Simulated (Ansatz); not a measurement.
Ideal-gas functions of AlBrClF (`[F][Al]([Cl])[Br]`) at 800 K and 1 bar, from an Ansatz frequency run at PBE0-D4/def2-TZVP.

Molar mass 161.34 g/mol, point group Cs (symmetry number 1), electronic degeneracy 1, moments of inertia 117.557, 376.015, 493.572 u Å². Harmonic wavenumbers (cm⁻¹, unscaled): 126, 186, 221, 364, 596, 886.

Use S(trans) = R[1.5 ln M + 2.5 ln T − 1.1517]; rotational temperatures θ = 24.2544 K / I; S(rot) = R[ln(√π/σ · √(T³/θAθBθC)) + 1.5]; for each mode x = 1.438777 ν̃/T, S = R[x/(eˣ − 1) − ln(1 − e⁻ˣ)] and H = RT x/(eˣ − 1); 1 cm⁻¹ = 0.0119627 kJ/mol; R = 8.31446 J/(mol·K).

Task: By hand: the entropy, in J/(mol·K).

Result: Translation 192.8. Rotation: θ = 0.2063, 0.0645, 0.0491 K, giving 131.1. Vibration, mode by mode: 20.68, 17.46, 16.04, 11.98, 8.12, 5.27, in all 79.5. Electronic 0.0. Sum 403.4 J/(mol·K).

Task: By hand: H − E and G − E in kJ/mol, counted from the electronic energy.

Result: Zero-point energy ½ × 2379 × 0.0119627 = 14.2; thermal vibration 28.1; translation, rotation and pV give 4 RT = 26.6. H − E = 68.9 kJ/mol, and G − E = 68.9 − 800 × 403.4/1000 = -253.8 kJ/mol.

Vibration gives 20 % of the entropy, 20.7 J/(mol·K) of it from the mode under 150 cm⁻¹: soft modes count most, and the harmonic formula is weakest for them.
